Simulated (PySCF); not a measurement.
C3H5BO2, SMILES C=CB(O)C=O.

Geometry optimised at B3LYP-D3(BJ)/def2-SVP. This is a generated structure with no PubChem entry under its InChIKey; it may be hypothetical. The values are those of a single conformer.

Two levels are set side by side: PBE/def2-TZVP (PySCF) and ωB97X/def2-TZVP (PySCF). Same geometry, gas phase. Differences are taken from unrounded values.

| quantity | PBE |
|---|---|
| orbital gap (eV) | 2.27 |
| highest occupied level (eV) | -5.83 |
| lowest empty level (eV) | -3.57 |
| dipole moment (D) | 1.86 |
| mean polarisability (bohr³) | 58.3 |

Task: These are the PBE values. What does ωB97X give? (The exact figures need the calculation; the answer reports its results.)

Result: 
```tsv
quantity	ωB97X	PBE minus ωB97X
orbital gap (eV)	9.54	-7.27
highest occupied level (eV)	-9.88	4.05
lowest empty level (eV)	-0.34	-3.22
dipole moment (D)	2.05	-0.19
mean polarisability (bohr³)	54.8	3.5
```

Without exact exchange PBE keeps part of each electron's self-repulsion, which lifts occupied levels and narrows the gap. Loosely held outer electrons make PBE densities more polarisable. Differences between two approximate levels are no errors against the true value.

Rough cost on one machine, each run with all the roots and properties that it gave: ωB97X against PBE within a factor of 2.
